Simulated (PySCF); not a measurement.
C6H11N2 (SMILES CCn1cc[n+](C)c1), charge +1, singlet, at a GFN2-xTB geometry; B3LYP/STO-3G (PySCF).

Input for PySCF:
```python
from pyscf import gto, scf, dft

mol = gto.M(
    atom='''
C    -2.68196185    0.99122374   -0.49554019
C    -2.09887692   -0.23485872    0.20020805
N    -0.66386583   -0.29450999    0.01786549
C    -0.02453510   -0.79709834   -1.07331337
C     1.31108648   -0.61086882   -0.88318533
N     1.46584888    0.00736899    0.32043521
C     2.72431158    0.38045671    0.90796329
C     0.25783260    0.19065932    0.84516364
H    -2.27351643    1.90736159   -0.07654291
H    -3.75875413    1.00280061   -0.35869870
H    -2.47302271    0.96907266   -1.56192062
H    -2.31058285   -0.20007830    1.27034659
H    -2.53345090   -1.14580533   -0.21616344
H    -0.54762011   -1.24869866   -1.89151947
H     2.14080897   -0.87225024   -1.50791342
H     3.26113630    1.05838696    0.24353508
H     2.55709078    0.87474933    1.86214129
H     3.34039658   -0.50519784    1.06829651
H     0.05649261    0.65256260    1.79255739
''',
    basis='sto-3g',
    charge=1,
    verbose=4,
)

mf = dft.RKS(mol)
mf.xc = 'b3lyp'
mf.kernel()
```

Task: Predict the main parts of the log of this PySCF run.

Result: 
```
PySCF version 2.14.0

[INPUT] verbose = 4
[INPUT] num. atoms = 19
[INPUT] num. electrons = 60
[INPUT] charge = 1
[INPUT] spin (= nelec alpha-beta = 2S) = 0
[INPUT] symmetry False subgroup None
[INPUT] Mole.unit = angstrom
[INPUT] Symbol           X                Y                Z      unit          X                Y                Z       unit  Magmom
[INPUT]  1 C     -2.681961850000   0.991223740000  -0.495540190000 AA   -5.068173373032   1.873141396767  -0.936435242815 Bohr   0.0
[INPUT]  2 C     -2.098876920000  -0.234858720000   0.200208050000 AA   -3.966302547971  -0.443818658766   0.378338382433 Bohr   0.0
[INPUT]  3 N     -0.663865830000  -0.294509990000   0.017865490000 AA   -1.254524602157  -0.556543222048   0.033760883181 Bohr   0.0
[INPUT]  4 C     -0.024535100000  -0.797098340000  -1.073313370000 AA   -0.046364619439  -1.506297556945  -2.028268315134 Bohr   0.0
[INPUT]  5 C      1.311086480000  -0.610868820000  -0.883185330000 AA    2.477594372820  -1.154374767836  -1.668978390934 Bohr   0.0
[INPUT]  6 N      1.465848880000   0.007368990000   0.320435210000 AA    2.770052923200   0.013925372915   0.605534787567 Bohr   0.0
[INPUT]  7 C      2.724311580000   0.380456710000   0.907963290000 AA    5.148202764181   0.718958984153   1.715801949259 Bohr   0.0
[INPUT]  8 C      0.257832600000   0.190659320000   0.845163640000 AA    0.487232999985   0.360293897896   1.597127810041 Bohr   0.0
[INPUT]  9 H     -2.273516430000   1.907361590000  -0.076542910000 AA   -4.296323392399   3.604391025615  -0.144645136677 Bohr   0.0
[INPUT] 10 H     -3.758754130000   1.002800610000  -0.358698700000 AA   -7.103015875278   1.895018510447  -0.677842304238 Bohr   0.0
[INPUT] 11 H     -2.473022710000   0.969072660000  -1.561920620000 AA   -4.673335621730   1.831281922204  -2.951602200111 Bohr   0.0
[INPUT] 12 H     -2.310582850000  -0.200078300000   1.270346590000 AA   -4.366368774617  -0.378093190469   2.400607138375 Bohr   0.0
[INPUT] 13 H     -2.533450900000  -1.145805330000  -0.216163440000 AA   -4.787528351033  -2.165258265767  -0.408489699744 Bohr   0.0
[INPUT] 14 H     -0.547620110000  -1.248698660000  -1.891519470000 AA   -1.034852028204  -2.359698479511  -3.574453757582 Bohr   0.0
[INPUT] 15 H      2.140808970000  -0.872250240000  -1.507913420000 AA    4.045542638312  -1.648314065686  -2.849543383356 Bohr   0.0
[INPUT] 16 H      3.261136300000   1.058386960000   0.243535080000 AA    6.162654461877   2.000061488211   0.460214602924 Bohr   0.0
[INPUT] 17 H      2.557090780000   0.874749330000   1.862141290000 AA    4.832201249850   1.653036661347   3.518937043344 Bohr   0.0
[INPUT] 18 H      3.340396580000  -0.505197840000   1.068296510000 AA    6.312434683634  -0.954685556322   2.018787823729 Bohr   0.0
[INPUT] 19 H      0.056492610000   0.652562600000   1.792557390000 AA    0.106755560962   1.233164593134   3.387442529665 Bohr   0.0

nuclear repulsion = 384.424856521049
number of shells = 35
number of NR pGTOs = 153
number of NR cGTOs = 51
basis = sto-3g
ecp = {}

******** <class 'pyscf.dft.rks.RKS'> ********
method = RKS
initial guess = minao
damping factor = 0
level_shift factor = 0
DIIS = <class 'pyscf.scf.diis.CDIIS'>
diis_start_cycle = 1
diis_space = 8
diis_damp = 0
SCF conv_tol = 1e-09
SCF conv_tol_grad = None
SCF max_cycles = 50
direct_scf = True
direct_scf_tol = 1e-13
XC library pyscf.dft.libxc version 7.1.2
    S. Lehtola, C. Steigemann, M. J. T. Oliveira, and M. A. L. Marques,  SoftwareX 7, 1–5 (2018)
XC functionals = b3lyp
    P. J. Stephens, F. J. Devlin, C. F. Chabalowski, and M. J. Frisch,  J. Phys. Chem. 98, 11623 (1994)
radial grids:
    Treutler-Ahlrichs [JCP 102, 346 (1995); DOI:10.1063/1.469408] (M4) radial grids

becke partition: Becke, JCP 88, 2547 (1988); DOI:10.1063/1.454033
pruning grids: <function nwchem_prune>
grids dens level: 3
symmetrized grids: False
atomic radii adjust function: <function treutler_atomic_radii_adjust>
small_rho_cutoff = 0
Set gradient conv threshold to 3.16228e-05
Initial guess from minao.
tot grids = 220400
init E= -342.065630576549
  HOMO = -0.226150028031923  LUMO = 0.0203754651120034  gap/eV = 6.70830
cycle= 1 E= -340.297515374173  delta_E= 1.77  |g|= 0.233  |ddm|= 5.71
  HOMO = -0.429175993762101  LUMO = -0.182372427716649  gap/eV = 6.71587
cycle= 2 E= -340.294802187265  delta_E= 0.00271  |g|= 0.258  |ddm|= 0.741
  HOMO = -0.417679369728149  LUMO = -0.135311273789708  gap/eV = 7.68363
cycle= 3 E= -340.317618937037  delta_E= -0.0228  |g|= 0.0476  |ddm|= 0.44
  HOMO = -0.408909914077338  LUMO = -0.132364524049425  gap/eV = 7.52518
cycle= 4 E= -340.318369276107  delta_E= -0.00075  |g|= 0.0136  |ddm|= 0.0865
  HOMO = -0.409251775820777  LUMO = -0.132465091968473  gap/eV = 7.53175
cycle= 5 E= -340.318419817738  delta_E= -5.05e-05  |g|= 0.0046  |ddm|= 0.0207
  HOMO = -0.409942846844783  LUMO = -0.132707372403756  gap/eV = 7.54396
cycle= 6 E= -340.318425626145  delta_E= -5.81e-06  |g|= 0.00123  |ddm|= 0.00672
  HOMO = -0.41003105559237  LUMO = -0.132820260359701  gap/eV = 7.54329
cycle= 7 E= -340.318426048696  delta_E= -4.23e-07  |g|= 0.000339  |ddm|= 0.00187
  HOMO = -0.41002122364558  LUMO = -0.132828604380561  gap/eV = 7.54280
cycle= 8 E= -340.318426079077  delta_E= -3.04e-08  |g|= 0.000101  |ddm|= 0.000506
  HOMO = -0.410016323558207  LUMO = -0.132816885473411  gap/eV = 7.54298
cycle= 9 E= -340.318426082138  delta_E= -3.06e-09  |g|= 5.18e-06  |ddm|= 0.000132
  HOMO = -0.410016634704612  LUMO = -0.132817215092568  gap/eV = 7.54298
cycle= 10 E= -340.318426082146  delta_E= -8.07e-12  |g|= 2.65e-06  |ddm|= 8.99e-06
  HOMO = -0.410016485104196  LUMO = -0.132817186911155  gap/eV = 7.54298
Extra cycle  E= -340.318426082147  delta_E= -5.68e-13  |g|= 3.26e-06  |ddm|= 7.36e-06
converged SCF energy = -340.318426082147
```
